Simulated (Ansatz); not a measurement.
Basis sets compared for FeI2. Total charge 0; quintet. Geometry PBE0-D4/def2-TZVP. Ansatz on 2 threads of Intel Xeon 6975P-C on a shared host; times are rough, and most runs start from earlier orbitals.

Cartesian coordinates in Å:
```
Fe -0.006 0.004 0.016
I 0.649 -2.265 0.771
I -0.643 2.261 -0.787
```

In the def2 sets I takes a core potential; there is no spin–orbit coupling.

Binding counts from free atoms (Fe quintet, I doublet) in the same basis, without a counterpoise term.

```csv
level,functions,energy (Eh),HOMO (eV),LUMO (eV),binding per atom (eV),wall time
PBE-D4/def2-SVP,83,-1858.7870,-5.39,-5.16,2.27,14 s
PBE-D4/def2-TZVP (with forces),145,-1858.9934,-5.47,-5.09,2.21,25 s
r2SCAN-D4/def2-TZVP,145,-1859.4685,-6.04,-4.87,2.20,35 s
PBE0-D4/def2-SVP,83,-1858.8628,-7.60,-3.71,2.13,6 s
PBE0-D4/def2-TZVP,145,-1859.0594,-7.71,-3.73,2.16,13 s
```

(1) Estimate the rows for PBE-D4/def2-TZVPD, r2SCAN-D4/def2-TZVPD, PBE0-D4/def2-TZVPD.

Results:

(1) 
```json
{"level": "PBE-D4/def2-TZVPD", "functions": "166", "energy (Eh)": "-1858.9944", "HOMO (eV)": "-5.49", "LUMO (eV)": "-5.11", "binding per atom (eV)": "2.21", "wall time": "19 s"}
{"level": "r2SCAN-D4/def2-TZVPD", "functions": "166", "energy (Eh)": "-1859.4692", "HOMO (eV)": "-6.05", "LUMO (eV)": "-4.88", "binding per atom (eV)": "2.21", "wall time": "40 s"}
{"level": "PBE0-D4/def2-TZVPD", "functions": "166", "energy (Eh)": "-1859.0602", "HOMO (eV)": "-7.72", "LUMO (eV)": "-3.74", "binding per atom (eV)": "2.16", "wall time": "12 s"}
```
